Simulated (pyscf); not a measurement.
Optimised with ωB97X-D3(BJ)/def2-SVP in PySCF.

SMILES: [Cl][Sn]([Cl])([Cl])[Se][SeH]
```xyz
7

Cl    -3.5929     0.6023    -0.3181
Sn    -1.3256     0.8951    -0.6944
Cl    -0.1812    -0.2198     0.9825
Cl    -0.8547     3.1459    -0.4619
Se    -0.6635     0.0095    -2.9077
Se     1.5559     0.5688    -2.4476
H      1.8636    -0.6755    -1.7306
```

Question: How much does it cost (ΔH, 298 K, ωB97M-D3(BJ)/def2-TZVP) to split Cl–Sn(Cl)(Cl)–Se–SeH (SMILES [Cl][Sn]([Cl])([Cl])[Se][SeH]) at its Se–Se bond into Cl–Sn(Cl)(Cl)–Se• + SeH•?

Answer: Se–Se to Cl–Sn(Cl)(Cl)–Se• + SeH•: 2.27 eV. The 7 functionals that were run give +2.22 (M06-2X) to +2.68 eV (ωB97X-D3(BJ)). Other isomers of Cl–Sn(Cl)(Cl)–Se• were not searched in full and may lie lower. Left out: the spin-orbit lowering of SeH, which is large for Br, Se, Te and I. Elements up to Kr have no core potential and no relativistic terms here. Elements past Kr carry the def2 core potentials, without spin-orbit coupling.
